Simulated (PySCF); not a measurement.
Pd₂Se: from structure and modes to constants

All numbers come from PySCF, UB3LYP, basis Se def2-SVP, Pd def2-SVP with ECP28 (scalar-relativistic core potentials, no spin–orbit coupling, density fitting).

The triplet minimum has C2v symmetry. Masses (u): Se 79.91652, Pd 105.90348.

```xyz
3
charge 0 multiplicity 3, angstrom
Se    0.0000    0.0000   -1.3977
Pd    1.3402    0.0000    0.5274
Pd   -1.3402    0.0000    0.5274
```

Harmonic wavenumbers (cm⁻¹): 127.6 (a1, ×1), 208.3 (b2, ×1), 281.0 (a1, ×1).

Find the principal moments of inertia and the rotational constants. What kind of rotor is it?

About the centre of mass I = 215.05, 380.42, 595.47 u Å². With B = 16.8576/I this gives 0.07839, 0.04431, 0.02831 cm⁻¹. The molecule is an asymmetric top with κ = -0.36.

What is the harmonic zero-point energy?

Half the sum of all 3 wavenumbers, 617/2 = 308 cm⁻¹, which is 3.7 kJ/mol (1 cm⁻¹ = 0.0119627 kJ/mol).

Give the standard entropy (298.15 K, 1 bar) by its translational, rotational, vibrational and spin parts, and Cp.

Sackur–Tetrode with M = 291.72 u gives 179.6; rotation with symmetry number 2 gives 116.3; vibration 27.5; spin R ln 3 = 9.1. The total is 332.6 J/(mol K), and Cp = 4 R + 22.9 = 56.1 J/(mol K).

This need not be the most stable arrangement of these atoms. Open d and f shells are described by one determinant, and the ground state may have another occupation or spin.
